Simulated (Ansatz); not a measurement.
Calculated with Ansatz (gas phase, PBE0-D4/def2-TZVP geometries, no zero-point term in ΔE). CBS: MP2 limit from def2 TZ/QZ plus the TZ coupled-cluster correction, frozen cores. This one scheme is used for every species. Functionals use def2-TZVPP. Each species was taken in one conformer, which may not be the lowest.

Consider the ligand exchange at the Si–O bond: `O[SiH](O)[O][AlH2]` + `N[SiH](Cl)Cl` → `O[SiH](O)N[SiH](Cl)Cl` + `[OH][AlH2]`.

`O[SiH](O)[O][AlH2]`:

Cartesian coordinates in Å:
```
O -1.789 -0.354 1.211
Si -0.493 -0.851 0.338
O -1.084 -1.412 -1.076
O 0.544 0.376 0.149
Al 1.718 1.377 -0.537
H -1.631 0.282 1.909
H 0.229 -1.963 0.984
H -1.956 -1.106 -1.331
H 2.072 2.698 0.252
H 2.391 0.953 -1.900
```

`N[SiH](Cl)Cl`:

```xyz
7

N    -0.940    0.594   -0.031
Si    0.573   -0.153    0.089
Cl    0.590   -1.229    1.823
Cl    1.021   -1.461   -1.432
H    -1.782    0.088    0.193
H    -1.102    1.298   -0.733
H     1.639    0.862    0.090
```

`O[SiH](O)N[SiH](Cl)Cl`:

```xyz
12

O     1.825   -1.154   -1.294
Si    0.444   -0.980   -0.441
O     0.670   -1.790    0.965
N     0.257    0.728   -0.283
Si   -1.088    1.614    0.242
Cl   -0.502    3.086    1.534
Cl   -2.347    0.299    1.194
H     2.333   -1.949   -1.130
H    -0.750   -1.518   -1.128
H    -0.076   -1.860    1.562
H     1.115    1.251   -0.412
H    -1.882    2.273   -0.808
```

`[OH][AlH2]`:

Cartesian coordinates in Å:
```
O 0.002 -1.190 -0.255
Al 0.162 0.428 0.228
H -0.661 -1.491 -0.874
H -0.821 1.523 -0.359
H 1.317 0.729 1.259
```

| level | ΔE (kJ/mol) |
| --- | --- |
| r2SCAN-D4 | 60.1 |
| r2SCAN | 61.9 |
| PBE0 | 61.8 |
| HF/def2-TZVPP | 79.7 |
| MP2/def2-TZVPP | 58.3 |
| CCSD/def2-TZVPP | 63.1 |
| HF/CBS(def2) | 81.3 |
| CCSD/CBS(def2) | 63.0 |

**Question.** What does CCSD(T)/CBS give? (Best estimate.)

**Answer.** Computed: +59.9 kJ/mol. The listed levels differ from it by 0.2, 2.0, 1.9, 19.8, -1.6, 3.2, 21.4, 3.1 kJ/mol.

Largest T1 diagnostic among the species: 0.012.

The D4 term adds −9.1 kJ/mol with B3LYP and −5.3 kJ/mol with PBE0; it sums over pairs of atoms, weighted by their polarisabilities, and B3LYP, whose exchange is more repulsive, gets the larger term. In def2-TZVPP, CCSD(T) changes the Hartree–Fock value by −19.8 kJ/mol (the triples alone add −3.2 kJ/mol) and MP2 by −21.4 kJ/mol.

B3LYP here is the variant with VWN-RPA as its local correlation; programs differ in this.
